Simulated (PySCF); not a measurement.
# Orbital picture of KZn

revPBE at R = 3.911 Å; PySCF, no relativity, basis sets K pcseg-1, Zn pcseg-1. State: ²Σ⁺ (doublet), unpaired electrons σ ↑. Only the outer orbitals are listed, counted within each symmetry.

| spin | orbital | occ. | ε (eV) | on K (%) | main shells (%) |
| --- | --- | --- | --- | --- | --- |
| α | 1δ | 1 | -10.36 | 0 | 100 Zn d |
| α | 1δ | 1 | -10.36 | 0 | 100 Zn d |
| α | 11σ | 1 | -10.36 | 0 | 100 Zn d |
| α | 5π | 1 | -10.36 | 0 | 100 Zn d |
| α | 5π | 1 | -10.36 | 0 | 100 Zn d |
| α | 12σ | 1 | -5.80 | 4 | 96 Zn s |
| α | 13σ | 1 | -2.40 | 95 | 96 K s |
| α | 14σ | 0 | -0.94 | 75 | 62 K p, 24 Zn p, 9 K s |
| α | 6π | 0 | -0.55 | 93 | 93 K p |
| α | 6π | 0 | -0.55 | 93 | 93 K p |
| β | 1δ | 1 | -10.36 | 0 | 100 Zn d |
| β | 1δ | 1 | -10.36 | 0 | 100 Zn d |
| β | 5π | 1 | -10.34 | 0 | 100 Zn d |
| β | 5π | 1 | -10.34 | 0 | 100 Zn d |
| β | 11σ | 1 | -10.34 | 0 | 100 Zn d |
| β | 12σ | 1 | -5.70 | 3 | 96 Zn s |
| β | 13σ | 0 | -1.74 | 91 | 90 K s, 8 Zn p |
| β | 14σ | 0 | -0.29 | 71 | 51 K p, 28 Zn p, 12 K s |
| β | 6π | 0 | 0.10 | 85 | 81 K p, 15 Zn p |

Q: Which are the highest filled and the lowest empty level, where do they sit, and how wide is the gap?

A: Highest filled α 13σ at -2.40 eV (in %: 96 K s); lowest empty β 13σ at -1.74 eV (in %: 90 K s, 8 Zn p); the gap at revPBE is 0.66 eV.

The bond order (Mayer) is 0.16, the ⟨S²⟩ is 0.750 and the charge on K (Mulliken, basis-dependent) is -0.03. The charge on K (Löwdin, basis-dependent) is -0.09 and the dipole moment (positive dipole means K(−)Zn(+)) is -0.17 D.

The state is the lowest determinant that a PBE0 search found; another state may lie lower at other levels.
